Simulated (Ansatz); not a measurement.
Basis-set extrapolation for C7H6O2, SMILES `O=COc1ccccc1` (PBE0-D4/def2-TZVP geometry, frozen core, the Gaussian-basis code of Ansatz). Multiplicity 1, RHF reference.

```csv
,def2-TZVPP,def2-QZVPP
HF,-418.459568,-418.477420
MP2 correlation,-1.550927,-1.657709
CCSD(T) correlation,-1.650134,not run
```

Energies in hartree. Use E(X) = E(∞) + A·exp(−7.88·√X) for Hartree–Fock and E(X) = E(∞) + B·X^(−2.97) for correlation, with X = 3 and 4, and add CCSD(T) minus MP2 of the smaller set to the MP2 limit.

Problem. What is the CCSD(T) energy at the basis-set limit?

Solution. HF limit: -418.477420 + (-0.017852) × 0.13774 = -418.47988. MP2 limit: -1.657709 + (-0.106782) × 0.74074 = -1.73681. Higher-order term: -1.650134 − (-1.550927) = -0.09921. Total: -420.31590 hartree, 541.4 kJ/mol below CCSD(T)/def2-TZVPP.
